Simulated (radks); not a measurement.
Values are calculated unless marked as measured or tabulated.
The nuclear charge of the indium ion In+ is varied continuously with 48 electrons held in [Kr] 4d10 5s2. Code: a radial shooting solver on a logarithmic mesh with Libxc functionals. Model: Dirac Kohn-Sham, PBE, spin-unpolarised, spherical densities, finite nucleus; Fermi nuclear charge, rms radius 4.6156 fm. By the Hellmann-Feynman theorem dE/dZ = E(electron-nucleus)/Z, the electronic potential at the nucleus (averaged over a nucleus of fixed radius).

Z	E (hartree)	E(electron-nucleus)/Z (hartree)	HOMO	e(HOMO) (eV)	<r> HOMO (bohr)
48.5	-5738.36244	-286.967	5s1/2	-10.029	2.662
49	-5882.87470	-291.083	5s1/2	-14.923	2.483
49.5	-6029.44529	-295.200	5s1/2	-20.287	2.338
50	-6178.07578	-299.322	5s1/2	-26.085	2.217

The central difference of E at Z = 49 is -291.083 hartree, to compare with the third column; the second derivative is -8.23 hartree.
